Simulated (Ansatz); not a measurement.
## Ansatz (development build ahead of 0.2.0) run

```yaml
crystal:
  periodic: [false, false, false]
  atoms:
    - { symbol: Mn, position_ang: [0.0, 0.0, 0.0] }
    - { symbol: H, position_ang: [0.0, 0.0, 2.076] }
basis:
  gaussian: { orbitals: def2-SVP }
magnetization:
  spin_polarized: true
  initial_magnetization: 6
hamiltonian:
  xc: hf
scf:
  omitted_lower_state_checks: [starts, atomic_configurations, cluster_reference, orbital_swaps, given_window_search, neighbouring_geometries, increment]
output:
  forces: true
```

The input is written out in the form of the current development build from the run's settings.

The run gave:

| Item | Value |
| --- | --- |
| Converged | yes |
| Total energy | -1150.23547 hartree |
| Spin squared of the determinant | 12.006 |
| Stability test | minimum |

Forces (eV/Å):
```json
{"atom": "Mn1", "Fx": "0.000", "Fy": "0.000", "Fz": "1.441"}
{"atom": "H2", "Fx": "0.000", "Fy": "0.000", "Fz": "-1.441"}
```
